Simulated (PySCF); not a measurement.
# Sb₂: frontier orbitals

MN15 at R = 2.482 Å; basis Sb x2c-TZVPPall; spin-free X2C with a Gaussian nucleus; PySCF 2.14. State: singlet, closed shell. Only the outer orbitals are listed.

```json
{"orbital": "σg", "occ.": "2", "ε (eV)": "-16.83", "main shells (%)": "93 s"}
{"orbital": "σu", "occ.": "2", "ε (eV)": "-13.03", "main shells (%)": "85 s, 14 p"}
{"orbital": "σg", "occ.": "2", "ε (eV)": "-7.43", "main shells (%)": "91 p"}
{"orbital": "πu", "occ.": "2", "ε (eV)": "-6.92", "main shells (%)": "98 p"}
{"orbital": "πu", "occ.": "2", "ε (eV)": "-6.92", "main shells (%)": "98 p"}
{"orbital": "πg", "occ.": "0", "ε (eV)": "-2.34", "main shells (%)": "97 p"}
{"orbital": "πg", "occ.": "0", "ε (eV)": "-2.34", "main shells (%)": "97 p"}
```

**Question.** Which are the highest filled and the lowest empty level, where do they sit, and how wide is the gap?

**Answer.** Highest filled πu at -6.92 eV (in %: 98 p); lowest empty πg at -2.34 eV (in %: 97 p); the gap at MN15 is 4.58 eV.

* bond order (Mayer): 3.11
* ⟨S²⟩: 0.000

Closed-shell solutions of metal pairs were not tested for spin polarisation, which can lower them a little. Spin–orbit coupling is left out.
